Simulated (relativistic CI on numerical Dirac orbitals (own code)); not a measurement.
# d1 to d9 in one tetrahedral field

Computed with a parametric ligand-field model without spin-orbit coupling, by exact diagonalisation: B = 670, C = 2900, 10Dq = -5500 cm⁻¹ (Td; |10Dq|/B = 8.2) for every shell. Energies in cm⁻¹; the field energy is (0.6 n_e − 0.4 n_t2) × 10Dq of the ground term; g labels are left out.

| Shell | Ground term | Electrons in e | Field energy | First spin-allowed bands | Lowest term of other spin |
| --- | --- | --- | --- | --- | --- |
| d1 | 2E | 1.000 | -3300 | 2T2 5500 |  |
| d2 | 3A2 | 2.000 | -6600 | 3T2 5500, 3T1 9246 | 1E 10715 |
| d3 | 4T1 | 1.910 | -3906 | 4T2 4753, 4A2 10253 | 2E 8042 |
| d4 | 5T2 | 2.000 | -2200 | 5E 5500 | 3T1 10509 |
| d5 | 6A1 | 2.000 | 0 | none | 4T1 17585 |
| d6 | 5E | 3.000 | -3300 | 5T2 5500 | 3T1 10967 |
| d7 | 4A2 | 4.000 | -6600 | 4T2 5500, 4T1 9246 | 2E 13079 |
| d8 | 3T1 | 3.910 | -3906 | 3T2 4753, 3A2 10253 | 1T2 10149 |
| d9 | 2T2 | 4.000 | -2200 | 2E 5500 |  |

Every shell keeps the spin of the free ion. Tetrahedral fields of 3d complexes are almost always too weak to pair spins. High-spin d^(n+5) repeats the spin-allowed bands of d^n, since the half-filled shell is spherical.
